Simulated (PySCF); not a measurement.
**Distorted geometries of YbF3(NH3)**

YbF3(NH3) (singlet in the valence; each metal's 4f electrons, 13 of them, lie in its core potential, out of spins and levels). PySCF 2.14.0, RKS BP86, Yb lcecp-1-SVP with ECP59, F def2-SVP, N def2-SVP, H def2-SVP; non-relativistic Hamiltonian with scalar-relativistic core potentials where named; density fitting; no spin-orbit coupling. Relaxed geometry:

```xyz
8

Yb    0.0816   -0.0816    0.0816
F     1.0801    1.3307    1.0801
F    -1.3307   -1.0801    1.0801
F     1.0801   -1.0801   -1.3307
N    -1.3331    1.3331   -1.3331
H    -1.9505    1.9505   -0.7828
H    -0.7828    1.9505   -1.9505
H    -1.9505    0.7828   -1.9505
```

Order these distorted geometries by energy above the relaxed one, lowest first.
A.
```xyz
8

Yb    0.0974   -0.0395    0.0735
F     1.0811    1.3085    1.1240
F    -1.3154   -1.0899    1.0318
F     1.0873   -1.0616   -1.2852
N    -1.3235    1.2790   -1.3847
H    -1.9847    1.9557   -0.7773
H    -0.7896    1.9300   -1.9319
H    -1.9585    0.8236   -1.9562
```
B.
```xyz
8

Yb    0.0264   -0.0075    0.1186
F     1.1189    1.3182    1.1181
F    -1.3321   -1.1747    1.0559
F     1.0687   -0.9730   -1.4025
N    -1.3059    1.2899   -1.3271
H    -1.9540    1.9799   -0.8501
H    -0.7485    1.9595   -1.9459
H    -1.9794    0.7136   -1.8728
```
C.
```xyz
8

Yb   -0.0123   -0.2732    0.2071
F     1.3191    1.5141    1.1671
F    -1.1546   -1.0995    0.9626
F     1.1162   -0.9751   -1.2003
N    -1.4661    1.4861   -1.2881
H    -2.0982    1.7320   -0.9651
H    -1.0063    1.8385   -1.9518
H    -1.8038    0.8829   -2.0374
```

B (0.21 eV), A (0.30 eV), C (8.71 eV).

Which forces (eV/Å) act in the one that lies 0.21 eV up?


```
Yb   0.88 -1.58 -0.66
F   -0.05  0.14  0.10
F    0.26  0.39 -0.17
F   -0.72  0.69  1.01
N   -0.80  2.06 -0.16
H    0.54 -0.67 -0.09
H   -0.66 -1.24  0.27
H    0.55  0.21 -0.32
```
Forces carry noise of the integration grid, about 0.01 to 0.03 eV/Å.

An lcecp potential fixes the number of 4f electrons, so in runs with it no electron can move into or out of that shell.
